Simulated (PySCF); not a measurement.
This PySCF input asks for the NMR shieldings of `CN(C)[SiH2]C#C[SiH3]`, C4H11NSi2; the geometry comes from GFN2-xTB.

```python
import basis_set_exchange as bse
import numpy as np
from pyscf import gto, dft
from pyscf.prop import nmr

atoms = """
C    -2.827552    0.807526    0.124440
N    -1.498528    0.313365   -0.121419
C    -1.403525   -1.113740    0.053243
Si   -0.399941    1.185511   -1.119724
C     1.259310    0.436989   -0.782686
C     2.351930   -0.038045   -0.567304
Si    4.010709   -0.765592   -0.202732
H    -3.154926    0.510119    1.125303
H    -2.835864    1.892949    0.062799
H    -3.552499    0.413338   -0.599869
H    -1.725476   -1.384785    1.063498
H    -0.372426   -1.430593   -0.082829
H    -2.036129   -1.656744   -0.661065
H    -0.637651    1.109018   -2.576175
H    -0.465459    2.577178   -0.662221
H     3.825382   -1.913543    0.690769
H     4.620410   -1.197020   -1.464199
H     4.833477    0.260388    0.443756
"""
names = dict.fromkeys(["C", "N", "Si", "H"], "pcSseg-1")
basis = {el: gto.basis.parse(bse.get_basis(n, elements=[el], fmt="nwchem")) for el, n in names.items()}
mol = gto.M(atom=atoms, basis=basis, charge=0, verbose=0)
mf = dft.RKS(mol, xc="PBE0")
mf.grids.level = 2
mf.grids.alignment = dft.numint.BLKSIZE   # the property module wants whole blocks of grid points
mf.conv_tol = 1e-9
mf.kernel()

calc = nmr.RKS(mf)   # GIAO
C = mf.mo_coeff
Co = C[:, mf.mo_occ > 0]
resp = mf.gen_response(singlet=True, hermi=2)
def vind(x):   # induced exchange potential for any number of trial vectors
    d = np.einsum("pi,xij,qj->xpq", C, 2 * x.reshape(-1, C.shape[1], Co.shape[1]), Co, optimize=True)
    return np.einsum("xpq,pi,qj->xij", resp(d - d.transpose(0, 2, 1)), C, Co, optimize=True).ravel()
mo1, _ = nmr.rhf.solve_mo1(calc, with_cphf=vind)
sigma = calc.kernel(mo1)
for i, s in enumerate(sigma):   # ppm
    print("%2d %-2s %9.2f" % (i, mol.atom_pure_symbol(i), np.trace(s) / 3))
```

Q: What does it print?

A: 
```
 0 C     146.19
 1 N     253.61
 2 C     146.18
 3 Si    403.20
 4 C      66.80
 5 C      75.48
 6 Si    448.98
 7 H      29.15
 8 H      28.94
 9 H      29.23
10 H      29.29
11 H      28.19
12 H      29.36
13 H      26.72
14 H      26.81
15 H      27.43
16 H      27.47
17 H      27.46
```

These numbers come from an equivalent density-fitted implementation of the same equations, which agrees with the script to about 0.01 ppm for H and up to a few tenths of a ppm for heavy atoms, so last digits may differ.

Q: Turn these shieldings into chemical shifts. References, each an isolated molecule treated in the same way: $^{13}$C (186.93 ppm), $^{29}$Si (349.16 ppm), $^{1}$H (31.72 ppm) vs TMS; $^{15}$N (267.73 ppm) vs NH3.

A: Averaging equivalent atoms: C 4: 120.1; C 5: 111.4; C 0/2: 40.7; N 1: 14.1; Si 3: -54.0; Si 6: -99.8; H 13/14: 4.95; H 15/16/17: 4.27; H 7/8/9/10/11/12: 2.69 ppm. Experimental scales use liquid or dissolved standards, which lie at an offset from isolated NH3 (liquid NH3: subtract about 20 ppm).

Size and cost of the density-fitted run: 188 basis functions, roughly 100 core-seconds.
